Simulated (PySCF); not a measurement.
Cl₂HSi, SMILES Cl[SiH]Cl, multiplicity 2.

The structure is a stationary point at TPSSh-D3(BJ)/def2-TZVP. The isomer is the one that the SMILES or the coordinates give; other isomers of the formula were not compared.

Calculation: TDA-B3LYP/def2-SVPD in PySCF 2.14.0.

Vertical excitations. The molecule is in vacuum.

```
state    energy (eV)  λ (nm)      f                              main pairs
-------  -----------  ------  -----  --------------------------------------
root 1          4.39     282  0.000                        β HOMO→LUMO 98 %
root 2          4.52     275  0.005                      β HOMO−1→LUMO 99 %
root 3          4.70     264  0.005  α HOMO→LUMO+1 14 %, β HOMO−2→LUMO 83 %
root 4          4.75     261  0.019                        α HOMO→LUMO 98 %
root 5          4.97     250  0.067  α HOMO→LUMO+1 84 %, β HOMO−2→LUMO 13 %
root 6          5.39     230  0.030                      β HOMO−3→LUMO 95 %
root 7          5.76     215  0.037                      α HOMO→LUMO+2 96 %
root 8          6.33     196  0.004                      β HOMO−4→LUMO 94 %
root 9          6.57     189  0.039                      α HOMO→LUMO+3 90 %
root 10         6.62     187  0.012                      β HOMO−5→LUMO 96 %
```
Unrestricted roots are not spin-pure.
